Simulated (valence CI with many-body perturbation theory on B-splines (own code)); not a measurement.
Results of a calculation; reference values are marked as such.
# Ladder of approximations for Xe21+

Level of theory: valence CI with perturbative core correlation (CI+MBPT): five valence electrons over a frozen Dirac-Fock core [Ar] 3d10, a basis of 9 s, 9 p, 8 d, 6 f, 3 g, 1 h functions for each j, with the one-electron correlation potential Σ1, the two-electron term Σ2, the three-electron term Σ3, Breit, model QED; selected CI, second order for the rest (own B-spline code, finite nucleus).

No measured levels were compared; by estimate levels hold to about 250 cm⁻¹ or 0.2 % of their energy and the worst to 1 %, as in measured heavy ions of charge 2 to 7; those with d or f electrons hold less well. Among the levels kept, up to 280 cm⁻¹ of a level comes from second order outside the variational space, and about a tenth of that is noise between levels of different J, which matters for small intervals.

Each rung adds one term. CI alone is the Dirac-Coulomb CI over the frozen core; QED comes last and gives the full result, which names the levels. Energies are above (4s^2 4p1/2^2 4p3/2) J=3/2 on the same rung, in eV.

Levels are named by their leading jj configuration (3d3/2^4 stands for four electrons in 3d with j = 3/2), which in mixed levels can hold well under half, so a name can repeat and another be missing. Letters in brackets count levels of one name in rising energy.

```csv
Level,CI alone,Σ1,Σ2,Σ3,Breit,QED,Full
(4s^2 4p1/2 4p3/2^2) J=3/2,13.36,+0.101,+0.088,+0.009,-0.200,+0.027,13.38
(4s^2 4p1/2 4p3/2^2) J=5/2,16.54,+0.107,+0.043,0.000,-0.221,+0.025,16.49
(4s^2 4p1/2 4p3/2^2) J=1/2,20.73,+0.110,-0.032,-0.018,-0.204,+0.024,20.61
(4s^2 4p3/2^3) J=3/2,34.25,+0.216,+0.078,-0.007,-0.421,+0.054,34.17
(4s 4p1/2^2 4p3/2^2) J=5/2,63.18,+0.099,+0.235,+0.039,-0.037,-0.256,63.26
(4s 4p1/2^2 4p3/2^2) J=3/2,70.84,+0.119,+0.091,+0.033,-0.081,-0.237,70.77
(4s 4p1/2^2 4p3/2^2) J=1/2,71.55,+0.125,+0.076,+0.021,-0.063,-0.250,71.46
(4s 4p1/2 4p3/2^3) J=3/2 [a],80.13,+0.167,+0.176,+0.037,-0.210,-0.206,80.10
(4s 4p1/2 4p3/2^3) J=5/2,84.23,+0.197,+0.130,+0.030,-0.260,-0.213,84.11
(4s^2 4p1/2^2 4d3/2) J=3/2,86.48,+0.009,-0.108,+0.023,-0.159,-0.065,86.18
(4s 4p1/2 4p3/2^3) J=1/2,89.69,+0.188,-0.188,+0.018,-0.238,-0.201,89.27
(4s^2 4p1/2^2 4d5/2) J=5/2,91.16,+0.023,-0.136,+0.029,-0.263,-0.029,90.78
(4s 4p1/2 4p3/2^3) J=3/2 [b],91.28,+0.160,-0.191,+0.030,-0.272,-0.162,90.84
(4s^2 4p1/2 4p3/2 4d3/2) J=5/2 [a],98.11,+0.076,+0.066,+0.044,-0.370,-0.011,97.92
(4s^2 4p1/2 4p3/2 4d3/2) J=1/2 [a],99.27,+0.100,-0.015,+0.037,-0.351,-0.032,99.01
(4s^2 4p1/2 4p3/2 4d3/2) J=7/2,100.28,+0.089,+0.054,+0.041,-0.410,-0.006,100.05
(4s^2 4p1/2 4p3/2 4d3/2) J=3/2 [a],101.02,+0.109,-0.246,+0.027,-0.348,-0.047,100.52
(4s^2 4p1/2 4p3/2 4d5/2) J=7/2 [a],101.26,+0.105,+0.037,+0.044,-0.440,-0.002,101.01
(4s^2 4p1/2 4p3/2 4d5/2) J=9/2,104.24,+0.119,+0.025,+0.035,-0.487,0.000,103.93
(4s^2 4p1/2 4p3/2 4d5/2) J=5/2 [a],105.72,+0.124,-0.154,+0.032,-0.463,-0.006,105.25
(4s 4p3/2^4) J=1/2,106.53,+0.275,-0.143,+0.017,-0.461,-0.151,106.06
(4s^2 4p1/2 4p3/2 4d5/2) J=3/2 [a],107.45,+0.125,-0.587,+0.010,-0.391,-0.043,106.56
(4s^2 4p1/2 4p3/2 4d3/2) J=5/2 [b],111.01,+0.108,-0.778,0.000,-0.404,-0.020,109.92
(4s^2 4p1/2 4p3/2 4d5/2) J=7/2 [b],110.61,+0.131,-0.141,+0.015,-0.482,+0.003,110.13
(4s^2 4p1/2 4p3/2 4d3/2) J=3/2 [b],111.87,+0.110,-0.775,-0.003,-0.389,-0.021,110.79
(4s^2 4p1/2 4p3/2 4d3/2) J=1/2 [b],111.99,+0.103,-0.767,-0.007,-0.362,-0.024,110.94
(4s^2 4p1/2 4p3/2 4d5/2) J=3/2 [b],114.84,+0.124,-0.332,-0.021,-0.441,-0.005,114.17
(4s^2 4p1/2 4p3/2 4d5/2) J=5/2 [b],117.05,+0.110,-0.901,-0.030,-0.409,-0.011,115.81
(4s^2 4p1/2 4p3/2 4d5/2) J=1/2,118.66,+0.151,-0.942,-0.033,-0.417,-0.042,117.38
(4s^2 4p3/2^2 4d5/2) J=7/2,118.49,+0.220,+0.091,+0.043,-0.677,+0.027,118.19
(4s^2 4p3/2^2 4d5/2) J=9/2,119.94,+0.218,+0.067,+0.031,-0.672,+0.024,119.61
```

The middle columns are the shifts that each term adds.

Problem. How does the ionisation energy move along the ladder, and which term matters most?

Solution. CI alone 650.85, + Σ1 652.11, + Σ2 652.14, + Σ3 651.94, + Breit 651.63, + QED 651.62 eV. The largest step is Σ1, 1.26 eV. NIST lists 650 ± 4 eV (theoretical).
